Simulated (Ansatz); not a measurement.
`CN([SiH2]O)[SiH2]Cl` + `C[SiH2]S[SiH2]F` → `C[SiH2]S[SiH2]Cl` + `CN([SiH2]O)[SiH2]F`  (redistribution)

Gas-phase electronic energies from Ansatz, PBE0-D4/def2-TZVP geometries. CBS: MP2 limit from def2 TZ/QZ plus the TZ coupled-cluster correction, frozen cores. DFT in def2-TZVPP. B3LYP here is the variant with VWN-RPA as its local correlation; programs differ in this. One conformer a species, not always the lowest.

`CN([SiH2]O)[SiH2]Cl`:

```xyz
14

C     0.638   -1.462    0.727
N     0.235   -0.298   -0.061
Si   -1.391   -0.261   -0.664
O    -1.840    1.297   -0.909
Si    1.235    1.085   -0.133
Cl    0.704    2.512    1.282
H     0.027   -1.575    1.628
H     1.682   -1.372    1.038
H     0.555   -2.384    0.143
H    -1.527   -0.914   -1.986
H    -2.234   -0.971    0.338
H    -1.827    1.892   -0.156
H     2.623    0.683    0.189
H     1.120    1.768   -1.437
```

`C[SiH2]S[SiH2]F`:

```xyz
12

C    -0.726    1.667    0.571
Si    0.400    0.307    1.156
S    -0.389   -1.639    0.664
Si    0.242   -1.738   -1.346
F    -0.454   -0.596   -2.228
H    -0.321    2.643    0.853
H    -0.830    1.633   -0.515
H    -1.718    1.563    1.015
H     0.530    0.302    2.635
H     1.747    0.430    0.538
H     1.700   -1.519   -1.471
H    -0.182   -3.053   -1.872
```

`C[SiH2]S[SiH2]Cl`:

```xyz
12

C    -0.802   -1.811    0.420
Si    0.526   -0.920   -0.532
S     1.538    0.532    0.692
Si    0.309    2.146    0.074
Cl    0.599    3.704    1.375
H    -0.375   -2.324    1.284
H    -1.294   -2.553   -0.216
H    -1.557   -1.108    0.778
H     1.569   -1.857   -1.018
H    -0.058   -0.197   -1.698
H     0.669    2.619   -1.281
H    -1.124    1.769    0.121
```

`CN([SiH2]O)[SiH2]F`:

```xyz
14

C    -0.890    0.766    1.069
N    -0.214    0.193   -0.100
Si    1.507    0.334   -0.144
O     2.266   -0.447    1.088
Si   -1.145   -0.703   -1.216
F    -1.509   -2.165   -0.663
H    -0.434    1.722    1.345
H    -0.839    0.105    1.939
H    -1.944    0.957    0.849
H     1.884    1.750    0.063
H     1.930   -0.190   -1.467
H     2.203   -1.404    1.116
H    -2.445   -0.023   -1.420
H    -0.371   -0.895   -2.459
```

```tsv
level	ΔE (kJ/mol)
B3LYP-D4	-1.0
HF/def2-TZVPP	-4.2
SCS-MP2/def2-TZVPP	-5.7
CCSD/CBS(def2)	-5.7
```

Problem. What does CCSD(T)/CBS give? (An estimate is asked.)

Solution. The calculation gave: -5.6 kJ/mol. The listed levels differ from it by 4.6, 1.4, -0.1, -0.1 kJ/mol.

Largest T1 diagnostic among the species: 0.012.

The D4 term adds +4.1 kJ/mol with B3LYP and +2.3 kJ/mol with PBE0; it sums over pairs of atoms, weighted by their polarisabilities, and B3LYP, whose exchange is more repulsive, gets the larger term.
